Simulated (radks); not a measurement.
Charge is removed step by step from the 3d level of Mn+, starting from [Ar] 3d5 4s1. Calculated with a radial shooting solver on a logarithmic mesh with Libxc functionals: scalar-relativistic Kohn-Sham, r2SCAN, spin-unpolarised, spherical densities, finite nucleus; meta-GGA in the generalised Kohn-Sham scheme; Fermi nuclear charge, rms radius 3.7057 fm.

| removed (e) | E - E(0) (eV) | eigenvalue (eV) | E minus straight line (eV) |
|---|---|---|---|
| 0 | 0.000 | -14.897 | 0.000 |
| 0.25 | 4.160 | -18.416 | -1.410 |
| 0.5 | 9.226 | -22.146 | -1.913 |
| 0.75 | 15.249 | -26.073 | -1.459 |
| 1 | 22.277 | -30.185 | 0.000 |

Removing the whole electron costs 22.277 eV by Delta-SCF, against 14.897 eV from minus the eigenvalue at the starting occupation. Slater's transition state (half an electron removed) gives 22.146 eV. Integrating minus the eigenvalue over the occupation (Janak's theorem) gives 22.278 eV. In this scalar-relativistic scheme the density is built from large components alone, so the theorem holds only approximately. The mean slope of the eigenvalue, de/dn, is 15.3 eV per electron.
